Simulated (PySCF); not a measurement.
# How the method changes the constants of ZnF⁻

State: ¹Σ⁺ (singlet), closed shell. Set-up: Zn def2-TZVPPD, F def2-TZVPPD; no relativity (PySCF 2.14). De refers to Zn + F⁻ in their ground configurations, without counterpoise correction. A positive dipole points towards F; it is taken about the centre of mass and depends on that origin.

```csv
Level,Re (Å),ωe (cm⁻¹),De (eV),μ (D),"CPU s a point (SCF and correlation, without the integrals)"
RHF,1.914,429,n/a,0.31,1.2
RHF-MP2,1.938,390,1.45,n/a,2
RHF-SCS-MP2,1.946,387,1.43,n/a,n/a
RHF-CCSD,1.932,403,n/a,n/a,n/a
RHF-CCSD(T),1.936,398,1.54,n/a,110
PBE,1.971,368,1.45,-0.77,2
revPBE,1.994,350,1.30,-0.83,1.3
r²SCAN,1.924,412,1.72,-0.27,3
B3LYP,1.964,376,1.38,-0.84,3.9
PBE0,1.937,398,1.56,-0.44,6
HSE06,1.938,397,1.56,-0.52,4.2
BHandHLYP,1.929,408,n/a,-0.47,2.8
M06-2X,1.936,420,1.64,-0.24,4.6
B2PLYP,1.951,385,1.44,-0.52,4.7
```

The bond length runs from 1.914 Å (RHF) to 1.994 Å (revPBE). De spans 1.30 eV (revPBE, GGA) to 1.72 eV (r²SCAN, meta-GGA).

Correlated steps freeze 6 core orbitals. For an ion De counts to the pair picked by the measured ionisation energies or electron affinities, which need not be the lowest pair at this level. The highest Kohn–Sham level is positive in this anion. Much of that is self-interaction error, but it also means that the finite basis helps to hold the extra electron. B2PLYP dipoles, levels and charges come from its SCF part alone.

The whole job (state search and all levels along the bond) took about 12 min on 2 threads of Arm Neoverse V1 (shared host), peak memory 3.8 GiB.
